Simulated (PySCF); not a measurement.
BeH₄OSi. Atoms are numbered in the order given.

```xyz
7

Be     0.0000     0.0000     2.1118
H      0.0000     0.0000     3.4495
O      0.0000     0.0000     0.7015
Si     0.0000     0.0000    -0.9408
H     -1.2187    -0.7036    -1.4457
H      1.2187    -0.7036    -1.4457
H      0.0000     1.4072    -1.4457
```

Geometry optimised at PBE-D3(BJ)/def2-TZVP.

All values below come from HF/def2-TZVPD (PySCF).

Symmetry labels are those of the subgroup Cs that the program uses (full group C3v).

Computed valence orbital energies around the gap with their symmetry:
| orbital | symmetry | energy (eV) |
|---|---|---|
| HOMO−7 | A' | -35.61 |
| HOMO−6 | A' | -20.33 |
| HOMO−5 | A' | -16.52 |
| HOMO−4 | A' | -15.08 |
| HOMO−3 | A" | -15.08 |
| HOMO−2 | A' | -12.68 |
| HOMO−1 | A' | -12.42 |
| HOMO | A" | -12.42 |
| LUMO | A' | 1.40 |
| LUMO+1 | A" | 1.40 |
| LUMO+2 | A' | 1.41 |
| LUMO+3 | A' | 1.84 |
